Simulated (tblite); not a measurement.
A geometry optimisation, step by step.

Compound: C5H10BN3.
SMILES with atom numbers: `[CH3:1][C@@H:2]1[NH:3][B:4]([C:5]#[N:6])[NH:7][C@@H:8]1[CH3:9]` (hydrogens: H10, H11, H12 on C1; H13 on C2; H14 on N3; H15 on N7; H16 on C8; H17, H18, H19 on C9)

Computed with GFN2-xTB (tblite), gas phase: L-BFGS steps from a force-field or distance-geometry start until the largest atomic force falls under 0.01 eV/Å. 10 of its 127 geometries are shown.

Step 0: E = -701.2639 eV, largest atomic force 3.345 eV/Å
```
atom  x, y, z in Å  |  force x, y, z in eV/Å
C1     -2.077   -0.352   -0.195   -2.601  -0.493   0.212
C2     -0.608   -0.531   -0.300   -0.089  -1.288   0.241
N3      0.016   -1.089    0.923    1.981  -1.909  -1.818
B4      1.480   -0.900    0.553   -0.842   1.892   1.031
C5      2.688   -1.677    1.167   -0.860   0.639  -0.584
N6      3.586   -2.247    1.595    0.036  -0.075   0.036
N7      1.528    0.393   -0.189    1.250  -3.001  -0.788
C8      0.183    0.677   -0.666    0.585   0.535  -0.216
C9     -0.226    1.932    0.009   -0.018   2.533   0.953
H10    -2.567   -1.138   -0.831    0.137   0.664   0.708
H11    -2.470   -0.476    0.854    0.574   0.126  -0.999
H12    -2.462    0.614   -0.565    0.399  -0.433   0.176
H13    -0.420   -1.304   -1.067   -0.076   0.225  -0.382
H14    -0.207   -2.123    0.882    0.095   1.519   0.881
H15     2.219    0.454   -0.958   -0.283   0.310   1.080
H16     0.162    0.851   -1.749    0.020  -0.128  -0.073
H17    -0.059    1.899    1.120   -0.474  -0.240  -1.049
H18     0.472    2.731   -0.350   -0.517  -0.434   0.263
H19    -1.248    2.297   -0.238    0.683  -0.442   0.328
```

Step 14: E = -702.5463 eV, largest atomic force 0.462 eV/Å
```
atom  x, y, z in Å  |  force x, y, z in eV/Å
C1     -2.131   -0.397   -0.170   -0.042   0.018   0.046
C2     -0.635   -0.596   -0.420   -0.003  -0.196   0.066
N3      0.111   -1.195    0.680   -0.252  -0.364   0.131
B4      1.472   -0.868    0.561   -0.201   0.314   0.017
C5      2.641   -1.581    1.218   -0.102   0.019  -0.231
N6      3.532   -2.205    1.576    0.256  -0.111   0.252
N7      1.542    0.207   -0.336    0.244   0.128  -0.349
C8      0.215    0.655   -0.739    0.095   0.048   0.019
C9     -0.170    1.930    0.017    0.075   0.155   0.009
H10    -2.718   -1.157   -0.691    0.132   0.065   0.102
H11    -2.373   -0.461    0.890    0.105   0.110  -0.018
H12    -2.443    0.574   -0.543   -0.083  -0.054   0.035
H13    -0.535   -1.262   -1.294   -0.006  -0.031  -0.071
H14    -0.285   -1.985    1.162   -0.108   0.053  -0.126
H15     2.351    0.697   -0.682   -0.156   0.079   0.089
H16     0.157    0.872   -1.816    0.143  -0.059   0.084
H17    -0.057    1.813    1.095   -0.219  -0.200  -0.114
H18     0.499    2.737   -0.272    0.044   0.024  -0.116
H19    -1.184    2.232   -0.243    0.080   0.003   0.177
```

Step 28: E = -702.6675 eV, largest atomic force 0.325 eV/Å
```
atom  x, y, z in Å  |  force x, y, z in eV/Å
C1     -2.110   -0.360   -0.098    0.175  -0.013  -0.020
C2     -0.656   -0.606   -0.500    0.133   0.018  -0.036
N3      0.098   -1.286    0.540    0.151  -0.037  -0.085
B4      1.446   -0.896    0.487    0.005   0.021   0.108
C5      2.611   -1.538    1.240    0.200  -0.203   0.005
N6      3.499   -2.068    1.742   -0.251   0.196  -0.063
N7      1.544    0.181   -0.415    0.051   0.076   0.233
C8      0.220    0.643   -0.807    0.080  -0.088   0.029
C9     -0.162    1.894   -0.002    0.136  -0.107  -0.012
H10    -2.707   -1.222   -0.399   -0.067   0.189   0.098
H11    -2.188   -0.233    0.982    0.005   0.045  -0.134
H12    -2.476    0.538   -0.587   -0.168  -0.158  -0.022
H13    -0.632   -1.227   -1.415   -0.123   0.020   0.055
H14    -0.325   -2.083    0.983   -0.009  -0.010  -0.055
H15     2.309    0.830   -0.505   -0.107  -0.050  -0.088
H16     0.220    0.840   -1.888   -0.158   0.191   0.082
H17    -0.107    1.641    1.055   -0.189   0.014   0.031
H18     0.560    2.690   -0.171    0.009  -0.002  -0.151
H19    -1.153    2.272   -0.251    0.127  -0.100   0.024
```

Step 42: E = -702.7572 eV, largest atomic force 0.089 eV/Å
```
atom  x, y, z in Å  |  force x, y, z in eV/Å
C1     -2.067   -0.321   -0.043   -0.018  -0.008   0.020
C2     -0.660   -0.616   -0.559   -0.024  -0.021   0.006
N3      0.127   -1.404    0.376   -0.037  -0.026   0.031
B4      1.451   -0.948    0.439   -0.010  -0.037  -0.010
C5      2.590   -1.532    1.270   -0.048   0.004  -0.050
N6      3.453   -1.935    1.909    0.041  -0.045   0.032
N7      1.548    0.184   -0.388   -0.032  -0.018   0.060
C8      0.231    0.630   -0.805   -0.010  -0.002  -0.009
C9     -0.166    1.863    0.011   -0.001   0.042  -0.013
H10    -2.672   -1.227   -0.069    0.069   0.045   0.034
H11    -2.035    0.045    0.981    0.005  -0.023  -0.031
H12    -2.553    0.429   -0.665    0.026  -0.077  -0.006
H13    -0.758   -1.171   -1.508    0.014   0.031  -0.005
H14    -0.289   -2.240    0.746    0.001   0.036  -0.011
H15     2.295    0.849   -0.467    0.063   0.012  -0.005
H16     0.236    0.893   -1.870   -0.021   0.013  -0.019
H17    -0.217    1.615    1.068    0.006  -0.019  -0.003
H18     0.598    2.626   -0.122   -0.007   0.086  -0.002
H19    -1.119    2.270   -0.310   -0.015   0.008  -0.020
```

Step 56: E = -702.7700 eV, largest atomic force 0.084 eV/Å
```
atom  x, y, z in Å  |  force x, y, z in eV/Å
C1     -2.057   -0.332   -0.027    0.006   0.016   0.013
C2     -0.652   -0.598   -0.563   -0.012   0.018  -0.011
N3      0.127   -1.414    0.351   -0.018   0.011   0.022
B4      1.449   -0.961    0.442    0.030  -0.012   0.004
C5      2.582   -1.577    1.259    0.011  -0.029   0.030
N6      3.433   -2.008    1.897   -0.030  -0.004  -0.040
N7      1.551    0.201   -0.338    0.023   0.009  -0.002
C8      0.246    0.651   -0.790    0.015   0.021   0.018
C9     -0.181    1.894   -0.003   -0.006   0.022  -0.018
H10    -2.600   -1.273    0.045    0.020   0.021   0.002
H11    -2.016    0.118    0.961    0.004  -0.012   0.012
H12    -2.608    0.329   -0.692    0.029  -0.015  -0.028
H13    -0.751   -1.127   -1.525   -0.024  -0.025  -0.028
H14    -0.311   -2.240    0.715    0.019  -0.030   0.020
H15     2.331    0.824   -0.450   -0.077   0.029   0.015
H16     0.274    0.905   -1.859    0.002   0.001   0.022
H17    -0.231    1.668    1.060    0.015   0.003  -0.027
H18     0.550    2.687   -0.150    0.020  -0.012  -0.003
H19    -1.146    2.261   -0.340   -0.027  -0.011  -0.001
```

Step 70: E = -702.7756 eV, largest atomic force 0.039 eV/Å
```
atom  x, y, z in Å  |  force x, y, z in eV/Å
C1     -2.049   -0.332   -0.019    0.002   0.003  -0.014
C2     -0.646   -0.597   -0.557    0.014  -0.006   0.010
N3      0.136   -1.412    0.355    0.001  -0.005   0.010
B4      1.455   -0.951    0.455   -0.013  -0.006   0.001
C5      2.578   -1.611    1.250   -0.003  -0.004  -0.013
N6      3.417   -2.109    1.854    0.013  -0.001   0.007
N7      1.549    0.225   -0.305   -0.009  -0.015  -0.008
C8      0.247    0.656   -0.782   -0.004  -0.008   0.002
C9     -0.193    1.911   -0.022   -0.002  -0.007  -0.018
H10    -2.573   -1.280    0.092   -0.014   0.005   0.012
H11    -2.014    0.158    0.949    0.005  -0.016   0.001
H12    -2.610    0.286   -0.714   -0.012   0.016  -0.002
H13    -0.750   -1.128   -1.519    0.001   0.018   0.012
H14    -0.290   -2.251    0.707    0.013   0.002  -0.009
H15     2.306    0.879   -0.384    0.015   0.006   0.007
H16     0.289    0.894   -1.854    0.012   0.006   0.011
H17    -0.220    1.710    1.046   -0.009   0.021  -0.031
H18     0.526    2.708   -0.204   -0.011  -0.002   0.013
H19    -1.169    2.252   -0.354    0.000  -0.007   0.009
```

Step 84: E = -702.7767 eV, largest atomic force 0.029 eV/Å
```
atom  x, y, z in Å  |  force x, y, z in eV/Å
C1     -2.048   -0.327   -0.014   -0.014   0.002  -0.004
C2     -0.645   -0.597   -0.551   -0.001   0.000   0.002
N3      0.136   -1.415    0.359    0.007  -0.007  -0.006
B4      1.456   -0.957    0.460    0.004   0.005   0.010
C5      2.583   -1.623    1.242    0.018  -0.010   0.016
N6      3.428   -2.123    1.837   -0.007   0.006  -0.008
N7      1.550    0.226   -0.289    0.002   0.001   0.012
C8      0.252    0.655   -0.776    0.004  -0.002  -0.009
C9     -0.201    1.916   -0.035   -0.009   0.007   0.004
H10    -2.581   -1.271    0.089    0.013   0.015   0.006
H11    -2.011    0.156    0.958    0.010  -0.023  -0.015
H12    -2.604    0.301   -0.705    0.003   0.000   0.006
H13    -0.749   -1.127   -1.514   -0.012   0.016   0.005
H14    -0.282   -2.265    0.693   -0.014  -0.012   0.002
H15     2.306    0.883   -0.356    0.007   0.004  -0.003
H16     0.304    0.887   -1.848   -0.001  -0.003  -0.018
H17    -0.232    1.732    1.036   -0.007  -0.005   0.014
H18     0.508    2.721   -0.221    0.015  -0.005  -0.013
H19    -1.179    2.239   -0.374   -0.019   0.013  -0.002
```

Step 98: E = -702.7777 eV, largest atomic force 0.018 eV/Å
```
atom  x, y, z in Å  |  force x, y, z in eV/Å
C1     -2.040   -0.325    0.003    0.010  -0.003   0.001
C2     -0.645   -0.598   -0.554    0.000   0.004   0.000
N3      0.138   -1.436    0.336   -0.001   0.005   0.008
B4      1.450   -0.965    0.472    0.011   0.005  -0.007
C5      2.582   -1.635    1.244   -0.006   0.001  -0.005
N6      3.441   -2.134    1.819    0.005  -0.008   0.015
N7      1.544    0.235   -0.248    0.002   0.005  -0.014
C8      0.256    0.654   -0.770   -0.004   0.005   0.000
C9     -0.214    1.925   -0.057    0.002   0.000   0.000
H10    -2.578   -1.265    0.106    0.005  -0.006   0.002
H11    -1.982    0.147    0.979   -0.008  -0.008   0.006
H12    -2.602    0.315   -0.673    0.003   0.001   0.003
H13    -0.764   -1.112   -1.523   -0.009   0.002  -0.004
H14    -0.282   -2.288    0.660   -0.006   0.001  -0.008
H15     2.302    0.891   -0.310   -0.005  -0.004   0.008
H16     0.335    0.873   -1.845   -0.007  -0.003  -0.001
H17    -0.259    1.757    1.016   -0.002   0.010  -0.001
H18     0.497    2.727   -0.248   -0.002  -0.003   0.004
H19    -1.189    2.242   -0.414    0.010  -0.003  -0.006
```

Step 112: E = -702.7786 eV, largest atomic force 0.012 eV/Å
```
atom  x, y, z in Å  |  force x, y, z in eV/Å
C1     -2.029   -0.330    0.032   -0.003   0.002  -0.002
C2     -0.646   -0.595   -0.559    0.003   0.001  -0.004
N3      0.144   -1.456    0.303    0.003   0.002  -0.004
B4      1.449   -0.974    0.467   -0.006   0.001   0.007
C5      2.576   -1.646    1.248    0.009   0.000  -0.006
N6      3.429   -2.143    1.831   -0.011  -0.003   0.005
N7      1.540    0.243   -0.223   -0.005  -0.005   0.006
C8      0.260    0.656   -0.769    0.003   0.002   0.000
C9     -0.219    1.938   -0.084   -0.002  -0.002   0.001
H10    -2.565   -1.272    0.126    0.002   0.003   0.004
H11    -1.952    0.120    1.018    0.002  -0.003   0.000
H12    -2.604    0.325   -0.617    0.002   0.004   0.002
H13    -0.789   -1.089   -1.534   -0.004  -0.003  -0.002
H14    -0.276   -2.316    0.606    0.008   0.004   0.001
H15     2.290    0.909   -0.254    0.003   0.004  -0.009
H16     0.356    0.861   -1.845    0.003  -0.002   0.001
H17    -0.295    1.791    0.990    0.000  -0.002  -0.002
H18     0.503    2.732   -0.270   -0.008   0.001   0.002
H19    -1.182    2.256   -0.473    0.001  -0.003   0.000
```

Step 126: E = -702.7790 eV, largest atomic force 0.008 eV/Å
```
atom  x, y, z in Å  |  force x, y, z in eV/Å
C1     -2.018   -0.330    0.050    0.002  -0.001  -0.001
C2     -0.643   -0.593   -0.562   -0.004   0.002  -0.003
N3      0.152   -1.465    0.282   -0.004   0.005  -0.003
B4      1.451   -0.975    0.467   -0.002   0.001  -0.001
C5      2.570   -1.656    1.250   -0.002   0.002  -0.002
N6      3.410   -2.166    1.842    0.005  -0.003   0.005
N7      1.538    0.253   -0.204    0.004   0.001   0.001
C8      0.263    0.658   -0.769    0.000  -0.003   0.000
C9     -0.229    1.944   -0.101   -0.001  -0.001  -0.001
H10    -2.557   -1.271    0.139    0.000  -0.002   0.000
H11    -1.927    0.105    1.041    0.004   0.000  -0.004
H12    -2.600    0.336   -0.582    0.002   0.001   0.003
H13    -0.802   -1.077   -1.541    0.001   0.001   0.002
H14    -0.265   -2.328    0.579    0.001  -0.002   0.002
H15     2.288    0.920   -0.236    0.000  -0.002   0.002
H16     0.375    0.855   -1.845   -0.004   0.002   0.001
H17    -0.319    1.805    0.973    0.002   0.000   0.001
H18     0.491    2.740   -0.283    0.002   0.001   0.000
H19    -1.188    2.254   -0.505   -0.003  -0.001   0.000
```

Question: Summarise the path.

Answer: The energy falls by 34.94 kcal/mol from step 0 to step 126; nine tenths of that is first reached at step 25. It falls at every step. The largest force goes from 3.345 to 0.008 eV/Å. Among the bonds N3–B4 changes most, from 1.523 to 1.400 Å; the atoms move by 0.467 Å rms after alignment.

Question: Follow the three bonds and two angles with the largest change from start to end.

Answer: 
```
step  E above end (kcal/mol)  largest force (eV/Å)  N3–B4 (Å)  B4–N7 (Å)  C2–C8 (Å)  B4–N3–H14 (°)  B4–N7–H15 (°)
   0                   34.94                 3.345      1.523      1.491      1.490          108.3          116.2
   5                   12.29                 0.556      1.430      1.413      1.529          121.5          127.6
  11                    6.93                 0.345      1.417      1.404      1.567          124.9          129.9
  16                    4.51                 0.435      1.403      1.403      1.547          129.7          128.7
  22                    3.80                 0.155      1.406      1.406      1.548          131.5          130.2
  27                    2.88                 0.304      1.405      1.408      1.550          130.3          127.5
  33                    1.08                 0.269      1.401      1.404      1.552          130.4          128.3
  38                    0.63                 0.186      1.405      1.404      1.554          129.4          129.5
  44                    0.44                 0.079      1.403      1.405      1.554          130.1          129.2
  49                    0.33                 0.060      1.401      1.405      1.554          130.7          129.4
  55                    0.22                 0.082      1.401      1.403      1.555          131.1          129.2
  60                    0.16                 0.038      1.401      1.404      1.556          130.6          129.6
  66                    0.11                 0.050      1.400      1.404      1.555          130.3          129.9
  71                    0.07                 0.022      1.401      1.403      1.556          130.4          129.7
  77                    0.07                 0.019      1.402      1.404      1.556          130.2          129.7
  82                    0.06                 0.022      1.401      1.403      1.556          130.1          129.7
  88                    0.04                 0.022      1.401      1.403      1.557          130.4          129.7
  93                    0.04                 0.014      1.401      1.403      1.556          130.3          129.6
  99                    0.03                 0.018      1.401      1.402      1.558          130.3          129.9
 104                    0.02                 0.021      1.401      1.402      1.558          130.6          129.8
 110                    0.01                 0.019      1.401      1.402      1.558          130.5          129.8
 115                    0.01                 0.015      1.401      1.402      1.559          130.3          129.8
 121                    0.00                 0.011      1.401      1.401      1.559          130.3          130.0
 126                    0.00                 0.008      1.400      1.401      1.559          130.4          130.0
```

What follows is the cost of the whole relaxation. Time: 1.5 s. Hardware: Arm Neoverse N1, one thread, on a shared host.
